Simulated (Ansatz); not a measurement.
Start from `[OH][Sc]([Cl])[Cl]` and change one element to get `[OH][Y]([Cl])[Cl]`.

Ansatz, PBE0-D4/def2-TZVP geometries, multiplicity 1. Each molecule was computed in one conformer, which needn't be the lowest.

Elements past krypton have def2 core potentials. Scalar relativity is left out up to krypton.

| property | `[OH][Sc]([Cl])[Cl]` |
| --- | --- |
| size of the dipole moment (ωB97M-V/def2-TZVPP) / D | 3.07 |
| ideal-gas entropy at 298 K and 1 bar (rigid rotor, harmonic PBE0-D4/def2-TZVP) / J/(mol·K) | 345 |
| HOMO energy (PBE0/def2-TZVPP) / eV | -8.85 |
| HOMO–LUMO gap (ωB97M-V/def2-TZVPP) / eV | 10.20 |
| LUMO energy (ωB97M-V/def2-TZVPP) / eV | -0.90 |
| HOMO–LUMO gap (PBE/def2-TZVPP) / eV | 3.88 |

(1) What does the change do to each property? (Estimate.)

Answers

(1) The calculation gave: 
```
                                                                                  property  `[OH][Y]([Cl])[Cl]`  shift
                                        size of the dipole moment (ωB97M-V/def2-TZVPP) / D                 3.09   0.02
ideal-gas entropy at 298 K and 1 bar (rigid rotor, harmonic PBE0-D4/def2-TZVP) / J/(mol·K)                  359     14
                                                        HOMO energy (PBE0/def2-TZVPP) / eV                -8.70   0.15
                                                   HOMO–LUMO gap (ωB97M-V/def2-TZVPP) / eV                10.04  -0.16
                                                     LUMO energy (ωB97M-V/def2-TZVPP) / eV                -0.93  -0.03
                                                       HOMO–LUMO gap (PBE/def2-TZVPP) / eV                 4.17   0.29
```

With PBE0 the HOMO rises by 0.15 eV and the LUMO rises by 0.27 eV, so the gap widens by about 0.12 eV. PBE moves the HOMO by 0.15 eV and ωB97M-V by 0.13 eV. Dipoles are sizes alone; their direction can turn. Modes under 60 cm⁻¹, often nearly free rotors, make the harmonic entropy too high.
